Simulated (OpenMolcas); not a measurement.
## Ionisation energies of titanium

```yaml
Program: OpenMolcas 26.06
Basis: ANO-RCC-VDZP [5s4p2d1f]
Scalar_Hamiltonian: DKH2, point nucleus
Spin-orbit_coupling: state interaction with AMFI integrals over the reference wave functions, term energies averaged over their components
```

Active shells in each charge state: the valence d, s shells, with orbitals averaged over the low states. Where CASPT2's correlated closed shells are named, they are those of the first ion.

A. CASSCF
B. MS-CASPT2, IPEA 0.25 Eh, imaginary shift 0.1 Eh (closed shells correlated: 3s 3p)
C. SS-CASPT2, IPEA 0.25 Eh, imaginary shift 0.1 Eh (closed shells correlated: 3s 3p)
D. SS-CASPT2, IPEA 0.25 Eh, imaginary shift 0.1 Eh (closed shells correlated: 2s 2p 3s 3p)
E. SS-CASPT2, IPEA 0 Eh, imaginary shift 0.1 Eh (closed shells correlated: 3s 3p)

Energies in eV between the lowest computed levels, named as in B; reference values from the NIST Atomic Spectra Database with their kind.

| From | To | A | B | C | D | E | Spin-orbit share in B | Reference |
| --- | --- | --- | --- | --- | --- | --- | --- | --- |
| Ti 3d2 4s2 3F2 | Ti+ 3d2 4s 4F 3/2 | 5.264 | 6.517 | 6.517 | 6.521 | 6.635 | -0.003 | 6.828 (measured) |
| Ti+ 3d2 4s 4F 3/2 | Ti2+ 3d2 3F2 | 12.699 | 13.606 | 13.606 | 13.614 | 13.658 | -0.005 | 13.575 (measured) |

Error against the reference values, in %:

```json
{"From": "Ti", "Reference": "measured", "A": "-22.9", "B": "-4.6", "C": "-4.6", "D": "-4.5", "E": "-2.8"}
{"From": "Ti+", "Reference": "measured", "A": "-6.5", "B": "+0.2", "C": "+0.2", "D": "+0.3", "E": "+0.6"}
```

Mean absolute error over the 2 measured values: A 1.22 eV, B 0.17 eV, C 0.17 eV, D 0.17 eV, E 0.14 eV. E lies closest.

The lowest level within the active space need not be the ion's true ground level.
